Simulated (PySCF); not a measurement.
The same groups moved round the core (propene cyano+boryl). Isolated molecules, 0 K electronic values unless said otherwise. One relaxed conformer stands for each flexible species; it need not be the lowest. Strings in code marks are SMILES.

These are PySCF with PBE-D3(BJ)/def2-TZVP // CAM-B3LYP-D3(BJ)/def2-TZVP values and carry that method's errors. All candidates: neutral, multiplicity 1. Excitations are Tamm–Dancoff values on a coarser integration grid. The basis has no diffuse functions, so Rydberg states are missing or too high.

The LUMO comes out as -3.71 eV and the HOMO comes out as -7.19 eV. The S1 excitation (TDA) comes out as 4.22 eV.

### Question
Say which member has these values.
A. `B/C(C#N)=C\C`
B. `BC/C=C\C#N`
C. `B/C=C/CC#N`
D. `B/C=C\CC#N`

### Answer
A, `B/C(C#N)=C\C`. The others give `B/C=C/CC#N`: -3.40 eV, -7.73 eV, 4.73 eV; `B/C=C\CC#N`: -3.56 eV, -7.70 eV, 4.46 eV; `BC/C=C\C#N`: -2.83 eV, -6.77 eV, 4.00 eV
